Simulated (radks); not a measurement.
Values are calculated unless marked as measured or tabulated.
All-electron atom: Eu26+ in [Kr] 4d1. Code: a radial shooting solver on a logarithmic mesh with Libxc functionals. Model: non-relativistic Kohn-Sham, LB94 model potential, spin-polarised, spherical densities, point nucleus; open shells are filled with parallel spins first (spin-orbit coupling, left out, can overturn this in heavy ions); relativity is left out, which matters for an element this heavy. Some entries of the table are withheld. Estimate them.

orbital  occ.  eigenvalue (eV)  <r> (bohr)
1s down     1        -46576.21     0.02406
1s up       1        -46576.17     0.02406
2s up       1        -8132.768      0.1024
2s down     1        -8132.460      0.1024
2p up       3        -7780.896     0.08682
2p down     3        -7780.753     0.08681
3s down     1        -2438.309      0.2628
3s up       1        -2438.236      0.2628
3p up       3        -2281.757      0.2522
3p down     3        -2281.684      0.2523
3d up       5              (1)      0.2233
3d down     5              (2)      0.2234
4s up       1        -1054.065      0.5458
4s down     1        -1052.683      0.5455
4p up       3        -990.1091      0.5476
4p down     3        -988.7522      0.5473
4d up       1        -877.2038      0.5448
4d down     0        -875.9901      0.5444

Answer. 
(1) 3d up eigenvalue (eV): -1992.480
(2) 3d down eigenvalue (eV): -1992.073
